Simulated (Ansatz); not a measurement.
`BC([SiH3])BCl` + `C[B](F)[GeH3]` → `CB(F)BCl` + `B[CH]([SiH3])[GeH3]`  (redistribution)

Computed with Ansatz on PBE0-D4/def2-TZVP structures; ΔE is electronic, products minus reactants. CBS: MP2 limit from def2 TZ/QZ plus the TZ coupled-cluster correction, frozen cores. For Ge outer-core shells are correlated without core-valence functions, which leaves a few kJ/mol of doubt a bond. Scalar relativity is left out up to krypton. One conformer a species, not always the lowest.

```tsv
level	ΔE (eV)
SCS-MP2/def2-TZVPP	0.44
CCSD/def2-TZVPP	0.45
CCSD(T)/def2-TZVPP	0.48
HF/def2-QZVPP	0.35
```

What does CCSD(T)/CBS give? (Best estimate.)

Ansatz gave: +0.49 eV. The listed levels differ from it by -0.05, -0.04, -0.01, -0.14 eV.

Largest T1 diagnostic among the species: 0.013.

In def2-TZVPP, CCSD(T) changes the Hartree–Fock value by +0.12 eV (the triples alone add +0.02 eV) and MP2 by +0.14 eV. From PBE to PBE0 (25 % exact exchange), in def2-TZVPP and without D4, ΔE moves by −0.04 eV.
